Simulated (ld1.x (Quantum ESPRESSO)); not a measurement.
An all-electron radial function and its pseudo partner (Ag (Z = 47))

Columns: radius, all-electron u(r) and pseudo u(r) of the 4d shell (level -7.66 eV) of silver in the configuration [Ar] 3d10 4s2 4p6 4d10 5s1 5p0; LDA (PZ), scalar-relativistic, PAW scheme, ld1.x (Quantum ESPRESSO) 7.5.

```json
{"r (bohr)": "0.100", "all-electron": "0.2157", "pseudo": "-0.0023"}
{"r (bohr)": "0.200", "all-electron": "0.4443", "pseudo": "-0.0182"}
{"r (bohr)": "0.300", "all-electron": "0.3600", "pseudo": "-0.0580"}
{"r (bohr)": "0.400", "all-electron": "0.0936", "pseudo": "-0.1273"}
{"r (bohr)": "0.500", "all-electron": "-0.2090", "pseudo": "-0.2251"}
{"r (bohr)": "0.600", "all-electron": "-0.4708", "pseudo": "-0.3443"}
{"r (bohr)": "0.700", "all-electron": "-0.6653", "pseudo": "-0.4732"}
{"r (bohr)": "0.800", "all-electron": "-0.7922", "pseudo": "-0.5976"}
{"r (bohr)": "0.900", "all-electron": "-0.8623", "pseudo": "-0.7039"}
{"r (bohr)": "1.000", "all-electron": "-0.8896", "pseudo": "-0.7820"}
{"r (bohr)": "1.100", "all-electron": "-0.8866", "pseudo": "-0.8263"}
{"r (bohr)": "1.200", "all-electron": "-0.8635", "pseudo": "-0.8374"}
{"r (bohr)": "1.300", "all-electron": "-0.8280", "pseudo": "-0.8208"}
{"r (bohr)": "1.400", "all-electron": "-0.7852", "pseudo": "-0.7850"}
{"r (bohr)": "1.500", "all-electron": "-0.7388", "pseudo": "-0.7394"}
{"r (bohr)": "1.600", "all-electron": "-0.6913", "pseudo": "-0.6914"}
{"r (bohr)": "1.700", "all-electron": "-0.6443", "pseudo": "-0.6443"}
{"r (bohr)": "1.800", "all-electron": "-0.5988", "pseudo": "-0.5988"}
{"r (bohr)": "1.900", "all-electron": "-0.5553", "pseudo": "-0.5553"}
{"r (bohr)": "2.000", "all-electron": "-0.5143", "pseudo": "-0.5143"}
{"r (bohr)": "2.100", "all-electron": "-0.4757", "pseudo": "-0.4757"}
{"r (bohr)": "2.200", "all-electron": "-0.4397", "pseudo": "-0.4397"}
{"r (bohr)": "2.300", "all-electron": "-0.4063", "pseudo": "-0.4063"}
{"r (bohr)": "2.400", "all-electron": "-0.3752", "pseudo": "-0.3752"}
{"r (bohr)": "2.500", "all-electron": "-0.3465", "pseudo": "-0.3465"}
{"r (bohr)": "2.600", "all-electron": "-0.3199", "pseudo": "-0.3199"}
```

Task: How many radial nodes do the two functions have?

Result: The all-electron 4d function has n − l − 1 = 1; the pseudo-wave has 0, since the states of the same l below it are removed with the core.

Task: At about which radius was the pseudo-wave matched?

Result: 1.65 bohr, where the columns begin to agree (steps of 0.10 bohr).

Task: Is the pseudo-wave norm-conserving?

Result: No, it belongs to a PAW set: the norm inside the radius is not constrained, and the difference is carried by the augmentation charge.
